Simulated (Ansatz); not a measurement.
Consider the isomerisation: `COB(C)O` → `CCOBO`.

Program: Ansatz. Geometries: PBE0-D4/def2-TZVP. ΔE: electronic, gas phase. CCSD(T)/CBS adds triple-zeta CCSD(T) − MP2 to the extrapolated MP2 energy (def2 sets, frozen cores). Functionals use def2-TZVPP. B3LYP here is the variant with VWN-RPA as its local correlation; programs differ in this. One conformer a species, not always the lowest.

`COB(C)O`:

Z-matrix (Å, degrees):
```
C
O 1 1.408
H 1 1.090 2 107.9
H 1 1.094 2 111.3 3 -119.0
H 1 1.094 2 111.8 3 119.4
B 2 1.368 1 121.9 3 -171.4
O 6 1.364 2 116.5 1 -179.3
C 6 1.569 2 123.9 1 0.9
H 7 0.962 6 111.4 2 -0.0
H 8 1.090 6 111.5 2 -176.8
H 8 1.095 6 111.0 2 62.7
H 8 1.094 6 111.6 2 -55.5
```

`CCOBO`:

```xyz
12

C    -0.846   -1.192    0.924
C     0.413   -0.386    0.714
O     0.128    0.803   -0.004
B     0.572    0.994   -1.271
O     0.258    2.138   -1.927
H    -0.631   -2.080    1.524
H    -1.600   -0.599    1.445
H    -1.264   -1.517   -0.031
H     1.165   -0.974    0.176
H     0.844   -0.090    1.674
H     1.243    0.176   -1.836
H    -0.281    2.726   -1.388
```

| level | ΔE (kJ/mol) |
| --- | --- |
| B3LYP | 30.8 |
| SCS-MP2/def2-TZVPP | 30.0 |

Q: What does CCSD(T)/CBS give? (Estimate.)

A: The calculation gave: +32.5 kJ/mol. The listed levels differ from it by -1.7, -2.5 kJ/mol.

Largest T1 diagnostic among the species: 0.012.

In def2-TZVPP, CCSD(T) changes the Hartree–Fock value by +4.0 kJ/mol (the triples alone add −0.0 kJ/mol) and MP2 by +4.3 kJ/mol.
